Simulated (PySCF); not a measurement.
An element was calculated at r2SCAN (PySCF 2.14, spin-free X2C, a triple-zeta basis, no spin-orbit coupling), in the ground configurations that NIST lists.

- electron affinity: 3.263 eV
- first ionisation energy: 10.538 eV
- second ionisation energy: 18.753 eV
- third ionisation energy: 30.559 eV

Question: Which element is it?

Answer: Iodine (I, Z = 53), in aug-cc-pwCVTZ-DK3. NIST lists 10.451, 19.131, 29.57 ± 0.025 eV for these ionisation energies.
